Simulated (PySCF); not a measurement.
# Electron correlation in V+ (vanadium, charge +1)

[Ar] 3d4, high-spin 5D determinant. All numbers are calculated (PySCF 2.14, scalar relativity by spin-free X2C-1e, in aug-cc-pVDZ-DK (7s6p4d2f, 59 functions)). Frozen: [Ar]; 4 electrons correlated.

| level | correlation energy (mhartree) |
| --- | --- |
| CCSD | -44.88 |
| (T) | -0.52 |
| CCSD(T) | -45.40 |

Diagnostics: T1 = 0.015, D1 = 0.0322, largest double amplitude 0.035.

Cost of the coupled-cluster step: about 0.7 core-seconds, for 4 correlated electrons.
